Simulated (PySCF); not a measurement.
Re(OH)2 (H2O2Re), SMILES [Re]([OH])[OH] (connectivity only; charge and spin as stated), neutral, multiplicity 4.

Geometry: B3LYP-D3(BJ)/def2-TZVP. The spin state was assumed, not searched. The def2 effective core potentials stand for the cores of Re; spin–orbit coupling is left out. Other conformers were not sampled.

Method: TDA-PBE/def2-SVPD in PySCF.

Vertical excitations. Isolated molecule, no solvent.

```csv
state,energy (eV),λ (nm),f,main pairs
root 1,0.59,2087,0.000,"α HOMO→LUMO 16 %, β HOMO→LUMO 83 %"
root 2,0.82,1516,0.000,β HOMO→LUMO+1 99 %
root 3,1.32,942,0.000,"α HOMO→LUMO 83 %, β HOMO→LUMO 16 %"
root 4,1.39,892,0.000,"α HOMO−1→LUMO 38 %, β HOMO→LUMO+3 62 %"
root 5,1.60,775,0.000,β HOMO→LUMO+2 99 %
root 6,2.05,604,0.000,"α HOMO−1→LUMO 61 %, β HOMO→LUMO+3 38 %"
root 7,2.40,517,0.000,α HOMO−2→LUMO 99 %
root 8,2.64,471,0.000,α HOMO−3→LUMO 99 %
root 9,4.17,297,0.000,α HOMO→LUMO+1 91 %
root 10,4.20,295,0.033,β HOMO→LUMO+4 82 %
```
Unrestricted roots are not spin-pure.
